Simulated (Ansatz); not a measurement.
Sb₂H₄, 6 atoms. Hardware: 4 threads of Arm Neoverse V2 on a shared host.

In the def2 sets Sb takes a core potential; there is no spin–orbit coupling. Correlated methods freeze 8 core orbitals; core or outer-core shells of Sb are correlated, in sets that lack core-valence functions.

(1) How many basis functions does each of these Ansatz runs have, and roughly what does it cost? B3LYP-D4/def2-TZVP, charge 0 singlet, energy, from earlier orbitals; r2SCAN-D4/def2-TZVP, charge 0 singlet, energy, from earlier orbitals; RPA@PBE/def2-TZVP, charge 0 singlet, energy, from earlier orbitals; CCSD(T)/def2-TZVPP, charge 0 singlet, energy, from earlier orbitals; HSE06-D4/def2-TZVP, charge 0 singlet, energy, from earlier orbitals; PBE-D4/def2-TZVP, charge 0 singlet, energy, from earlier orbitals; B97M-V/def2-TZVP, charge 0 singlet, energy, from earlier orbitals; PBE0-D4/def2-TZVP, charge 0 triplet at the geometry of the charge 0 singlet, energy; PBE0-D4/def2-TZVP, charge 1 doublet at the geometry of the charge 0 singlet, energy; r2SCAN-D4/def2-TZVPD, charge 0 singlet, energy, from earlier orbitals; r2SCAN0-D4/def2-TZVP, charge 0 singlet, energy, from earlier orbitals; PBE-D4/def2-TZVPD, charge -1 doublet at the geometry of the charge 0 singlet, energy, from earlier orbitals.

Answers

(1) Other jobs shared the machine, so times can vary by a factor of up to 3. A dash marks memory too small to be measured apart from the calling script's.

```tsv
run	functions	fitting or Cholesky vectors	wall time	peak host memory (GiB)
PBE-D4/def2-TZVP, charge 0 singlet, energy, from earlier orbitals	124	942	0.75 s	–
B3LYP-D4/def2-TZVP, charge 0 singlet, energy, from earlier orbitals	124	1048	1.2 s	–
HSE06-D4/def2-TZVP, charge 0 singlet, energy, from earlier orbitals	124	1058	1.3 s	–
PBE0-D4/def2-TZVP, charge 0 triplet at the geometry of the charge 0 singlet, energy	124	1058	1.8 s	–
r2SCAN-D4/def2-TZVP, charge 0 singlet, energy, from earlier orbitals	124	942	1.8 s	–
RPA@PBE/def2-TZVP, charge 0 singlet, energy, from earlier orbitals	124	1134	1.9 s	–
PBE-D4/def2-TZVPD, charge -1 doublet at the geometry of the charge 0 singlet, energy, from earlier orbitals	148	1030	1.9 s	–
PBE0-D4/def2-TZVP, charge 1 doublet at the geometry of the charge 0 singlet, energy	124	1058	1.9 s	–
r2SCAN0-D4/def2-TZVP, charge 0 singlet, energy, from earlier orbitals	124	1058	2.2 s	–
r2SCAN-D4/def2-TZVPD, charge 0 singlet, energy, from earlier orbitals	148	1030	2.4 s	–
B97M-V/def2-TZVP, charge 0 singlet, energy, from earlier orbitals	124	942	3.5 s	–
CCSD(T)/def2-TZVPP, charge 0 singlet, energy, from earlier orbitals	156	1218	32 s	1.4
```
